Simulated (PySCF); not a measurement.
**Correlation energy of Xe⁴⁰⁺ (xenon, charge +40)**

Starting occupation: [Ne] 3s2 3p2, 3p1/2 with m_j = -1/2, +1/2. All numbers are calculated (PySCF 2.14, X2C-1e with screened-nucleus spin-orbit coupling, Gaussian nucleus, in an even-tempered Gaussian basis (18 s from 8.5 bohr⁻², ratio 2.4; 14 p from 11 bohr⁻², ratio 2.4; 4 d from 39 bohr⁻², ratio 2.6; 4 f from 58 bohr⁻², ratio 2.6)). Frozen: 1s2; 12 electrons correlated; the 54 highest virtual spinors left out.

MP2 pair energies summed by pair of shells (mhartree):

| pair | energy | share (%) |
| --- | --- | --- |
| 2p3/2-2p3/2 | -94.84 | 17.4 |
| 2p1/2-2p3/2 | -89.25 | 16.4 |
| 3s1/2-3s1/2 | -60.44 | 11.1 |
| 3p1/2-3s1/2 | -52.59 | 9.7 |
| 3p1/2-3p1/2 | -42.19 | 7.7 |
| 2p3/2-2s1/2 | -41.00 | 7.5 |
| 2p3/2-3p1/2 | -37.05 | 6.8 |
| 2p3/2-3s1/2 | -33.00 | 6.1 |
| 2p1/2-2p1/2 | -20.76 | 3.8 |
| 2p1/2-2s1/2 | -18.94 | 3.5 |
| 2p1/2-3p1/2 | -12.90 | 2.4 |
| 2p1/2-3s1/2 | -12.66 | 2.3 |
| 2s1/2-2s1/2 | -10.98 | 2.0 |
| 2s1/2-3p1/2 | -9.76 | 1.8 |
| 2s1/2-3s1/2 | -8.15 | 1.5 |

Total MP2 correlation energy: -544.49 mhartree.

At this charge the one-electron X2C treatment keeps the bare 1/r₁₂, with no two-electron picture change or Breit term. The effect here is smaller than on the frozen 1s shell.
